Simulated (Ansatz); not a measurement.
CH3NOSn, relaxed with RKS PBE0-D4/def2-TZVP in the Gaussian-basis code of Ansatz from a PBE-D4/def2-SVP geometry. The force threshold is 0.005 eV/Å; the program also tests the step.

Charge 0, multiplicity 1. Sn: def2 effective core potential. The bonds changed during the relaxation, so this is another structure than the one it started from.

Start:

```xyz
7

N     0.685    1.370   -1.944
C     0.610    0.735   -0.915
O     0.452    0.242    0.153
Sn   -1.166   -1.525    1.097
H     1.163    1.179   -2.822
H     0.092   -1.826    2.349
H    -1.837   -0.174    2.082
```

Q: How much energy does the relaxation release, and in how many steps? (Best estimate.)

A: Ansatz gave: 4.78 kJ/mol, in 12 steps, 2 of them rejected.

Q: Which bonds change most? (Best estimate.)

A: Ansatz gave: Sn4–H6 from 1.801 to 1.770 Å; Sn4–H7 from 1.802 to 1.771 Å; C2–O3 from 1.187 to 1.169 Å; N1–C2 from 1.212 to 1.196 Å.

Q: Give the relaxed structure. (Best estimate.)

A: Ansatz gave: 
```xyz
7

N     0.654    1.352   -1.914
C     0.621    0.754   -0.879
O     0.517    0.282    0.186
Sn   -1.147   -1.503    1.066
H     1.100    1.108   -2.779
H     0.078   -1.821    2.303
H    -1.822   -0.171    2.017
```
